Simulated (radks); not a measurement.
Q: Excited configurations of Re: one electron is placed in a higher orbital outside [Xe] 4f14 5d5 6s1. The ground configuration is [Xe] 4f14 5d5 6s2. All-electron calculation, scalar-relativistic Kohn-Sham, PBE, spin-polarised, spherical densities, finite nucleus; open shells are filled with parallel spins first (spin-orbit coupling, left out, can overturn this in heavy ions); Fermi nuclear charge, rms radius 5.3698 fm. Program: a radial shooting solver on a logarithmic mesh with Libxc functionals. Excitation = E - E(ground); binding = E(ion) - E, where the ion is the core of charge +1; n* = 1/sqrt(2 binding) in atomic units, and the quantum defect is n - n*.

outer orbital  excitation (eV)  binding (eV)     n*  quantum defect  eigenvalue (eV)  <r> (bohr)
5f                       6.686         0.971  3.743           1.257           -0.476       16.48
6p                       2.738         4.919  1.663           4.337           -2.489       4.246
6d                       5.967         1.690  2.837           3.163           -0.795       9.979
6f                       6.974         0.684  4.462           1.538           -0.405       27.74
7s                       4.935         2.722  2.236           4.764           -1.647       8.191
7d                       6.580         1.077  3.555           3.445           -0.622       18.55

Estimate the row for 7p.

A: excitation (eV) 5.737; binding (eV) 1.921; n* 2.662; quantum defect 4.338; eigenvalue (eV) -1.140; <r> (bohr) 10.76. The Delta-SCF ionisation energy is 7.657 eV (NIST Atomic Spectra Database: 7.834 eV, measured). Self-interaction in the functional shifts the binding energies and quantum defects, so they are the method's values and not measured ones. Open shells are spherical and high-spin; term and fine-structure splittings are not resolved. Spin-orbit splitting is averaged out at the scalar-relativistic level.
